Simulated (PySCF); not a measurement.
PySCF job for Cl3In, SMILES [In]([Cl])([Cl])[Cl] (connectivity only; charge and spin as stated), charge +1, multiplicity 2, IEF-PCM-B3LYP/def2-SVP. The structure is a stationary point at PBE0-D3(BJ)/def2-SVP. The spin state was assumed, not searched. The isomer is the one that the SMILES or the coordinates give; other isomers of the formula were not compared. The def2 effective core potentials stand for the cores of In; spin–orbit coupling is left out.

```python
import numpy as np
from pyscf import gto, scf, dft
from pyscf.solvent import pcm

mol = gto.M(
    atom='''
    In   -0.00000000   -0.00000000    0.28458949
    Cl    0.00000000    0.00000000    2.54086278
    Cl    0.00000000    1.39056782   -1.68057506
    Cl    0.00000000   -1.39056782   -1.68057506
    ''',
    basis='def2-SVP',
    ecp={'In': 'def2-svp'},
    charge=1,
    spin=1,
    max_memory=1600,
    verbose=3,
)
mf = dft.UKS(mol, xc='b3lyp').density_fit(auxbasis='def2-universal-jkfit')
mf.grids.level = 3
mf.conv_tol = 1e-9
mf.max_cycle = 100
mf.kernel()
fine, coarse = mf.grids, dft.Grids(mol).set(level=1).build(with_non0tab=True)
for _ in range(3):  # follow internal instabilities
    mf.grids = coarse
    mo, _, stable, _ = mf.stability(return_status=True, nroots=4)
    mf.grids = fine
    if stable:
        break
    mf.kernel(mf.make_rdm1(mo, mf.mo_occ))
res = {}
for name, eps in {'water': 78.355, 'cyclohexanone': 15.619, 'chloroform': 4.7113}.items():
    s = mf.PCM()
    s.with_solvent.method, s.with_solvent.eps, s.with_solvent.lebedev_order = 'IEF-PCM', eps, 29
    s.kernel(mf.make_rdm1())
    res[name] = (s.e_tot, eps, s.dip_moment(), s.mo_energy, s.converged)
    print(f'{name}: electrostatic solvation free energy {(s.e_tot - mf.e_tot) * 627.509474:.3f} kcal/mol')
```

It prints:

```

WARN: HOMO -0.599822129835823 >= LUMO -0.599822129835849

converged SCF energy = -1570.1542067993  <S^2> = 0.75381665  2S+1 = 2.003813
<class 'pyscf.df.df_jk.DFUKS'> wavefunction is stable in the internal stability analysis

WARN: PCM is an experimental feature. It is still in testing.
Features and APIs may be changed in the future.

converged SCF energy = -1570.2564338229  <S^2> = 0.75352385  2S+1 = 2.0035208

WARN: System has nonzero charge 1; the dipole moment is origin-dependent.
Location of origin: [0. 0. 0.]

Dipole moment(X, Y, Z, Debye): -0.00000, -0.00000, -0.37686
water: electrostatic solvation free energy -64.148 kcal/mol

WARN: PCM is an experimental feature. It is still in testing.
Features and APIs may be changed in the future.

converged SCF energy = -1570.25046025951  <S^2> = 0.75354719  2S+1 = 2.0035441

WARN: System has nonzero charge 1; the dipole moment is origin-dependent.
Location of origin: [0. 0. 0.]

Dipole moment(X, Y, Z, Debye): -0.00000, -0.00000, -0.37934
cyclohexanone: electrostatic solvation free energy -60.400 kcal/mol

WARN: PCM is an experimental feature. It is still in testing.
Features and APIs may be changed in the future.

converged SCF energy = -1570.23378265603  <S^2> = 0.75360785  2S+1 = 2.0036046

WARN: System has nonzero charge 1; the dipole moment is origin-dependent.
Location of origin: [0. 0. 0.]

Dipole moment(X, Y, Z, Debye):  0.00000, -0.00000, -0.37932
chloroform: electrostatic solvation free energy -49.935 kcal/mol
```

Self-consistency was reached.
